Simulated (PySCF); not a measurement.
## Steps of a relaxation of [Ce(NH3)2]3+

[Ce(NH3)2]3+ (singlet in the valence; each metal's 4f electrons, 1 of them, lie in its core potential, out of spins and levels; a saddle point, relaxed within its symmetry). PySCF 2.14.0, RKS TPSS, Ce lcecp-1-SVP with ECP47, N def2-SVP, H def2-SVP; non-relativistic Hamiltonian with scalar-relativistic core potentials where named; density fitting; no spin-orbit coupling. Origin of the start: template. Columns: position (Å) and force (eV/Å). Energies are counted from the last step; some of the 5 steps are shown. Forces carry noise of the integration grid, about 0.01 to 0.03 eV/Å.

Run from Python with OMP_NUM_THREADS=2. Where DIIS fails, smearing, a level shift and second-order steps follow.
It took 17 s on 2 threads of Arm Neoverse V2, with other jobs on the host, from the converged density of the start.

```xyz
9
step 0  E = 0.113 eV
Ce    0.0000    0.0000    0.0000     0.00    0.00    0.00
N     0.0000    0.0000    2.6075     0.00    0.00   -1.83
H     0.8133    0.4696    3.0055     0.62    0.36    0.61
H    -0.8133    0.4696    3.0055    -0.62    0.36    0.61
H     0.0000   -0.9392    3.0055     0.00   -0.72    0.61
N     0.0000    0.0000   -2.6075     0.00    0.00    1.83
H     0.8133   -0.4696   -3.0055     0.62   -0.36   -0.61
H    -0.8133   -0.4696   -3.0055    -0.62   -0.36   -0.61
H     0.0000    0.9392   -3.0055     0.00    0.72   -0.61
```

```xyz
9
step 1  E = 0.017 eV
Ce    0.0000    0.0000    0.0000     0.00    0.00    0.00
N     0.0000    0.0000    2.5918     0.00    0.00   -0.59
H     0.8211    0.4741    3.0213     0.02    0.01    0.20
H    -0.8211    0.4741    3.0213    -0.02    0.01    0.20
H     0.0000   -0.9482    3.0213     0.00   -0.02    0.20
N     0.0000    0.0000   -2.5918     0.00    0.00    0.59
H     0.8211   -0.4741   -3.0213     0.02   -0.01   -0.20
H    -0.8211   -0.4741   -3.0213    -0.02   -0.01   -0.20
H     0.0000    0.9482   -3.0213     0.00    0.02   -0.20
```

```xyz
9
step 3  E = 0.000 eV
Ce    0.0000    0.0000    0.0000     0.00    0.00    0.00
N     0.0000    0.0000    2.5812     0.00    0.00    0.03
H     0.8143    0.4701    3.0392    -0.02   -0.01    0.00
H    -0.8143    0.4701    3.0392     0.02   -0.01    0.00
H     0.0000   -0.9402    3.0392     0.00    0.02    0.00
N     0.0000    0.0000   -2.5812     0.00    0.00   -0.03
H     0.8143   -0.4701   -3.0392    -0.02    0.01    0.00
H    -0.8143   -0.4701   -3.0392     0.02    0.01    0.00
H     0.0000    0.9402   -3.0392     0.00   -0.02    0.00
```

Task: Where does the relaxation end?

Result: It converges at step 4 in D3d:
```xyz
9
step 4  E = 0
Ce    0.0000    0.0000    0.0000
N     0.0000    0.0000    2.5821
H     0.8136    0.4697    3.0404
H    -0.8136    0.4697    3.0404
H     0.0000   -0.9395    3.0404
N     0.0000    0.0000   -2.5821
H     0.8136   -0.4697   -3.0404
H    -0.8136   -0.4697   -3.0404
H     0.0000    0.9395   -3.0404
```

Task: How did the contacts change?

Result: 
```
     contact  start (Å)  end (Å)
Ce1–N2 (NH3)      2.607    2.582
Ce1–N6 (NH3)      2.607    2.582
```


An lcecp potential fixes the number of 4f electrons, so in runs with it no electron can move into or out of that shell.
